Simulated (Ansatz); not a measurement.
Program: Ansatz. Geometries: PBE0-D4/def2-TZVP. ΔE: electronic, gas phase. CCSD(T)/CBS adds triple-zeta CCSD(T) − MP2 to the extrapolated MP2 energy (def2 sets, frozen cores). DFT in def2-TZVPP. Open shells (•) are unrestricted, without spin–orbit coupling. Each species was taken in one conformer, which may not be the lowest.

`F[Si](F)(F)[Si](F)(F)F` → 2 `F[Si](F)F`•  (homolysis of the Si–Si bond)

(1) What is ΔE at CCSD(T)/CBS? (Estimate.)

(2) What do these levels give: revPBE-D4, B97M-V, r2SCANh-D4, ωB97M-V, CAM-B3LYP, SCS-MP2/def2-TZVPP? (An estimate is asked.)

Largest T1 diagnostic among the species: 0.014.

Answers

(1) Computed: +371.5 kJ/mol.

(2) The calculation gave: revPBE-D4 340.4, B97M-V 373.6, r2SCANh-D4 340.6, ωB97M-V 374.6, CAM-B3LYP 349.4, SCS-MP2/def2-TZVPP 360.0 kJ/mol.

At CCSD(T), def2-SVP lies −20.4 kJ/mol from the extrapolated value and def2-TZVPP −8.9 kJ/mol: correlation converges slowly with the basis, and small sets miss more of it in the bonded molecule than in its fragments. From r2SCAN to r2SCAN0 (25 % exact exchange), in def2-TZVPP and without D4, ΔE moves by +3.4 kJ/mol. In def2-TZVPP, CCSD(T) changes the Hartree–Fock value by +86.0 kJ/mol (the triples alone add +4.1 kJ/mol) and MP2 by +76.3 kJ/mol; breaking electron pairs costs correlation energy, which Hartree–Fock lacks.
